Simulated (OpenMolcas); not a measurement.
# Nb²⁺: effect of the basis set

| Property | Result |
| --- | --- |
| Program | OpenMolcas |
| Method | CASSCF |
| Active space | 3 electrons in 5 orbitals (4d) |
| State averaging | 2S+1 = 4 even, 10 roots; 2S+1 = 2 even, 40 roots |
| Spin-orbit coupling | state interaction with AMFI integrals over the reference wave functions, term energies averaged over their components |

A. ANO-R1 [6s4p3d1f], X2C, finite nucleus; cost about 9 core-seconds
B. ANO-RCC-VDZP [6s5p3d1f], DKH2, point nucleus; cost about 10 core-seconds
C. ANO-R2 [7s5p4d2f1g], X2C, finite nucleus; cost of the order of 12 core-seconds
D. ANO-RCC-VTZP [7s6p4d2f1g], DKH2, point nucleus; cost about 9 core-seconds
E. ANO-RCC-VQZP [8s7p5d3f2g1h], DKH2, point nucleus; cost about 18 core-seconds
F. ANO-R3 [8s6p6d3f2g1h], X2C, finite nucleus; cost about 14 core-seconds

Energies in cm⁻¹ above 4d³ ⁴F_3/2, the measured ground level; measured values from the list in Shadmi, J. Res. Natl. Bur. Stand. 70A, 435 (1966).

```
               Level      A      B      C      D      E      F  Measured
          4d³ ⁴F_3/2    0.0    0.0    0.0    0.0    0.0    0.0       0.0
          4d³ ⁴F_5/2    513    529    499    503    499    505       516
          4d³ ⁴F_7/2   1186   1221   1154   1164   1153   1167      1177
          4d³ ⁴F_9/2   1981   2037   1931   1946   1930   1951      1939
          4d³ ⁴P_1/2  11164  11194  11280  11237  11336  11326      8664
          4d³ ⁴P_3/2  11265  11292  11385  11341  11442  11430      8608
          4d³ ²G_7/2  11918  11953  12072  12020  12147  12126      9236
          4d³ ⁴P_5/2  11980  12035  12074  12037  12129  12128      9594
          4d³ ²G_9/2  12469  12513  12618  12568  12693  12677      9804
   4d³ ²P_3/2 [55 %]  15412  15435  15610  15546  15696  15665          
          4d³ ²P_1/2  15546  15584  15730  15670  15814  15793          
          4d³ ²H_9/2  15734  15782  15910  15852  15995  15979     12916
         4d³ ²H_11/2  16074  16123  16252  16194  16338  16323     13264
       4d³ ²D_5/2(1)  17526  17575  17724  17661  17817  17799     13094
4d³ ²D_3/2(1) [60 %]  17591  17659  17770  17712  17861  17852          
          4d³ ²F_7/2  26091  26118  26388  26297  26506  26471     19861
          4d³ ²F_5/2  26347  26378  26640  26551  26759  26727     19975
       4d³ ²D_5/2(2)  40577  40580  41062  40924  41240  41175          
       4d³ ²D_3/2(2)  40874  40884  41354  41218  41531  41471
```

Deviations, from unrounded energies. A percentage is the sum of absolute deviations over the sum of measured energies, with the sign that they share, or ± where signs differ.

```json
{"Against measurement": "mean absolute deviation (cm-1)", "Levels": "13", "A": "2700", "B": "2800", "C": "2900", "D": "2800", "E": "2900", "F": "2900"}
{"Against measurement": "fine structure of the ground term (%)", "Levels": "3", "A": "±1.5", "B": "+4.3", "C": "-1.3", "D": "±0.9", "E": "-1.4", "F": "±0.9"}
{"Against measurement": "other terms of the ground configuration (%)", "Levels": "10", "A": "+28.4", "B": "+28.8", "C": "+29.9", "D": "+29.4", "E": "+30.5", "F": "+30.4"}
```

A, B, C, D lie about equally close to measurement and E furthest from it. The largest miss of A in the table is 4d³ ²F_5/2, by +6400 cm-1. The ranking rests on the paired levels alone, and a cruder setting can come out closer through cancelling errors.

Among A to F the level of the table that moves most is 4d³ ²D_5/2(2), by 660 cm-1 (lowest in A, highest in E).

Levels of configurations with an s electron are missing; early in the row they begin among the upper levels of the d shell and mix with terms of their name. Without dynamic correlation excited terms often stand tens of per cent too high (terms of higher spin than the ground term too low), and those without a measured partner can miss by more than the paired ones. Measured partners are found by configuration, term and J. A level has none where our copy of the source lacks it or the pairing is in doubt (some pairs that miss far off the trend of their configuration count as doubtful), and it then counts in no deviation. Levels of configurations outside the active space are missing.

A share in square brackets marks a mixed level and gives the weight of the term that names it, the lowest over the columns. A number in round brackets counts repeated terms of one configuration in the order of the reference energies.
